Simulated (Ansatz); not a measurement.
A nudged elastic band was laid between two geometries of AlBH₆N₂ (10 atoms, charge 0, multiplicity 1).

These are results of RKS r2SCAN-D4/def2-SVP in Ansatz, not measurements.

```
movable images  : 9
climbing image  : yes
spring          : 5.0 eV/Å²
optimiser       : quadratic models (default)
start path      : IDPP
force threshold : 0.03 eV/Å
iteration limit : 60
end points      : relaxed
```

First end point:

```xyz
10
Properties=species:S:1:pos:R:3
B -1.681 0.365 -1.045
Al 0.097 -0.024 0.055
N 0.989 -1.556 -0.157
N 0.740 1.171 1.216
H -1.917 -0.140 -2.123
H -2.554 1.112 -0.654
H 1.775 -1.891 0.392
H 0.758 -2.247 -0.864
H 0.248 2.020 1.478
H 1.629 1.138 1.705
```

Last end point:

```xyz
10
Properties=species:S:1:pos:R:3
B -1.690 0.357 -1.032
Al 0.097 -0.024 0.054
N 0.977 -1.565 -0.140
N 0.759 1.188 1.186
H -1.922 -0.132 -2.119
H -2.572 1.084 -0.625
H 1.760 -1.900 0.414
H 0.742 -2.263 -0.839
H 1.660 1.162 1.656
H 0.273 2.041 1.447
```

Problem. Which bonds break or form, and what moves?

Solution. No bond is made or broken. The height of N3 over the plane of its neighbours goes from 0.01 to 0.01 Å. The two ends are copies of one structure, up to a mirror image or an exchange of like atoms. The height can change sign by an inversion or by a turn that exchanges like atoms.

Problem. Give the energies along the band, and the barrier.

Solution. The run converged. The highest image is number 5 of 0 to 10, 0.204 eV above the ends, which have the same energy within 2 meV. Beside the main top the profile has a ripple of under 15 meV (maxima at images 2, 5), which may be a very shallow well or noise. A vibrational analysis at the climbing image gives one clearly imaginary mode, 272i cm⁻¹: a first-order saddle point.

```tsv
image	path coordinate (Å)	energy (eV)	height of N3 over the plane of its neighbours (Å)
0	0.00	0.000	0.01
1	0.76	0.010	0.01
2	1.52	0.032	0.00
3	2.28	0.022	-0.02
4	3.04	0.125	-0.02
5	3.80	0.204	0.00
6	4.29	0.169	0.02
7	4.78	0.089	0.03
8	5.27	0.026	0.02
9	5.75	0.004	0.01
10	6.24	0.000	0.01
```

Problem. What is the geometry of the highest image?

Solution. 
```xyz
10
Properties=species:S:1:pos:R:3
B -1.922 -0.036 -0.496
Al 0.133 -0.052 -0.001
N 1.258 -1.304 -0.575
N 0.822 1.247 1.052
H -2.377 0.572 -1.445
H -2.781 -0.543 0.197
H 2.247 -1.317 -0.340
H 1.037 -2.098 -1.169
H 0.997 2.193 0.724
H 0.669 1.288 2.056
```

The run took 8.6 min on 2 threads of Intel(R) Xeon(R) Platinum 8488C (Sapphire Rapids) (shared host), peak memory 0.18 GiB.
